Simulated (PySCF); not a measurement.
**Shifts of the heteroatoms**

Geometry:
| atom | x (Å) | y (Å) | z (Å) |
| --- | --- | --- | --- |
| N1 | -2.981 | -0.451 | -0.563 |
| Si2 | -2.435 | 0.710 | 0.591 |
| O3 | -0.914 | 1.164 | 0.238 |
| C4 | 0.257 | 0.509 | 0.107 |
| C5 | 0.357 | -0.874 | 0.204 |
| C6 | 1.586 | -1.490 | 0.059 |
| C7 | 2.723 | -0.740 | -0.186 |
| C8 | 2.626 | 0.638 | -0.284 |
| C9 | 1.402 | 1.263 | -0.138 |
| H10 | -2.735 | -0.316 | -1.532 |
| H11 | -3.923 | -0.796 | -0.495 |
| H12 | -2.547 | 0.027 | 1.880 |
| H13 | -3.042 | 2.038 | 0.568 |
| H14 | -0.537 | -1.449 | 0.390 |
| H15 | 1.653 | -2.566 | 0.138 |
| H16 | 3.681 | -1.226 | -0.303 |
| H17 | 3.508 | 1.230 | -0.476 |
| H18 | 1.312 | 2.336 | -0.211 |

[PySCF 2.14.0 with density-fitted response routines: geometry from GFN2-xTB; shieldings: GIAO PBE0/pcSseg-1; no solvent; rapidly exchanging positions averaged; one computed conformer; relativity neglected]

Question: What are the $^{29}$Si shifts?

Answer: 
| atoms | environment | σ (ppm) | δ (ppm) |
| --- | --- | --- | --- |
| Si2 | silicon bonded to N, O, 2 H | 382.7 | -34.6 |

Shieldings were converted by a linear fit to measured shifts: $^{29}$Si: δ = 279.94 − 0.822σ (rms 8.9 ppm, 72 shifts, 25.8 ppm with the 6 outliers that the fit left out vs TMS, solution or neat liquid). Occasional misses reach two or three times the rms, and more in compound classes unlike the fitted ones.

On a 600 MHz spectrometer $^{29}$Si resonates near 119.2 MHz, so 1 ppm is 119.2 Hz.

Question: What are the $^{15}$N shifts?

Answer: 
```
atoms                 environment  σ (ppm)  δ (ppm)
   N1  nitrogen bonded to Si, 2 H    248.4   -376.9
```

Shieldings were converted by a linear fit to measured shifts: $^{15}$N: δ = -148.07 − 0.921σ (rms 6.3 ppm, 71 shifts vs CH3NO2, solution or neat liquid). A few per cent of atoms miss by over 2 rms, more outside the fitted compound classes.

On a 600 MHz spectrometer $^{15}$N resonates near 60.8 MHz, so 1 ppm is 60.8 Hz.

Question: Where does $^{17}$O resonate?

Answer: 
```json
{"atoms": "O3", "environment": "oxygen bonded to C, Si", "σ (ppm)": "220.4", "δ (ppm)": "65.9"}
```

Shieldings were converted by a linear fit to measured shifts: $^{17}$O: δ = 266.70 − 0.911σ (rms 10.7 ppm, 155 shifts, 12.2 ppm with the 3 outliers that the fit left out vs liquid water, solution or neat liquid). A few per cent of atoms miss by over 2 rms, more outside the fitted compound classes.

On a 400 MHz spectrometer $^{17}$O resonates near 54.2 MHz, so 1 ppm is 54.2 Hz.
